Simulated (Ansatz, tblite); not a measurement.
Cost and result up the ladder for Cu(NH3)Me (CH6CuN) (9 atoms). The state is a singlet with charge 0. Geometry: PBE0-D4/def2-TZVP.

Cartesian coordinates in Å:
```
Cu -0.008 -0.015 -0.015
N 0.685 1.291 1.296
H 1.691 1.397 1.212
H 0.484 0.999 2.247
H 0.267 2.206 1.160
C -0.675 -1.272 -1.277
H -0.512 -0.929 -2.305
H -1.751 -1.432 -1.148
H -0.181 -2.244 -1.170
```

Ansatz on 4 threads of Arm Neoverse V2 on a shared host; xTB runs through tblite on one thread. Times are rough, summed over both states, and most runs start from the orbitals of an earlier one. PBE0-D4/def2-TZVP serves as the yardstick here, not as an exact answer. The other state is a triplet.

The xTB rows come from tblite.

xTB has no spin-polarisation term.

| level | functions | wall time | vertical triplet (eV) | difference from PBE0-D4/def2-TZVP (eV) |
| --- | --- | --- | --- | --- |
| GFN2-xTB | 23 | 0.005 s | 6.77 | 2.99 |
| GFN1-xTB | 29 | 0.007 s | 5.93 | 2.15 |
| PBE-D4/def2-TZVP | 143 | 3 s | 3.86 | 0.08 |
| PBE0-D4/def2-TZVP (with forces) | 143 | 5.3 s | 3.78 | 0.00 |
| r2SCAN-D4/def2-TZVP | 143 | 7 s | 3.80 | 0.02 |
